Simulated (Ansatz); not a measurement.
Cost and result for the atomization energy of C2H9AlSn, SMILES `[CH3][SnH2][CH2][AlH2]` (13 atoms, 12 bonds).

| atom | x (Å) | y (Å) | z (Å) |
| --- | --- | --- | --- |
| C1 | -0.218 | -2.222 | -0.652 |
| Sn2 | -0.794 | -0.459 | 0.412 |
| C3 | -0.057 | 1.308 | -0.590 |
| Al4 | 1.168 | 2.118 | 0.668 |
| H5 | -0.671 | -2.218 | -1.643 |
| H6 | 0.867 | -2.246 | -0.757 |
| H7 | -0.542 | -3.113 | -0.115 |
| H8 | -0.072 | -0.493 | 1.982 |
| H9 | -2.489 | -0.372 | 0.625 |
| H10 | 0.410 | 0.959 | -1.514 |
| H11 | -0.928 | 1.919 | -0.836 |
| H12 | 0.642 | 3.187 | 1.718 |
| H13 | 2.682 | 1.634 | 0.702 |

Total charge 0; spin multiplicity 1. Correlated methods include outer-core shells of Sn, which these sets cover unevenly. Sn takes the def2 core potential. All single points use the PBE0-D4/def2-TZVP geometry. It is one conformer, not always the lowest. Program: Ansatz. All runs use 4 threads of an Arm Neoverse V1 on a shared host. Times are those of one run each, without the atoms' runs, and a repeat can differ threefold. Electronic energies, without spin–orbit coupling; frozen cores. CCSD(T)/CBS adds CCSD(T) − MP2 in def2-TZVPP to the MP2 limit, and its time is that of the two runs behind it. T1 = 0.011. With those shells the extrapolation isn't a true limit. B3LYP takes the VWN-RPA correlation (the form of Gaussian; ORCA's B3LYP/G).

CCSD(T)/CBS is a level of theory with its own doubt, some kJ/mol a heavy atom from the limit and from the frozen cores, so smaller differences don't rank the functionals.

```csv
level,functions,wall time,atomization (kJ/mol),difference from CCSD(T)/CBS,per bond
PBE-D4/def2-TZVPP (with forces),280,3.1 s,4035.1,-32.3,-2.7
PBE0-D4/def2-TZVPP,280,3.8 s,4015.6,-51.8,-4.3
r2SCAN-D4/def2-TZVPP (with forces),280,6 s,4041.1,-26.3,-2.2
B3LYP-D4/def2-TZVPP (with forces),280,6 s,4030.0,-37.4,-3.1
B2PLYP/def2-TZVPP,280,6.5 s,3984.2,-83.2,-6.9
ωB97X-V/def2-TZVPP,280,11 s,4062.7,-4.7,-0.4
ωB97M-V/def2-TZVPP (with forces),280,15 s,4045.5,-21.9,-1.8
MP2/def2-QZVPP,536,28 s,4007.9,-59.5,-5.0
CCSD(T)/def2-TZVPP,280,4.4 min,3975.0,-92.4,-7.7
CCSD(T)/CBS(def2),–,4.9 min,4067.4,0.0,0.0
```

In def2-TZVPP, CCSD(T) changes the Hartree–Fock value by +943.2 kJ/mol (the triples alone add +44.6 kJ/mol) and MP2 by +921.2 kJ/mol; breaking electron pairs costs correlation energy, which Hartree–Fock lacks. The D4 term adds +42.4 kJ/mol with B3LYP and +22.5 kJ/mol with PBE0; it sums over pairs of atoms, weighted by their polarisabilities, and B3LYP, whose exchange is more repulsive, gets the larger term. From PBE to PBE0 (25 % exact exchange), in def2-TZVPP and without D4, the atomization energy moves by −15.8 kJ/mol: exact exchange takes away binding that semilocal exchange gives to molecules.

Spin–orbit coupling would lower the free Sn atoms strongly, and the atomization energy with them, by more than many differences here. For some Ge, Se and Sn compounds the MP2-based and the directly extrapolated limit differ by 10 to 25 kJ/mol.
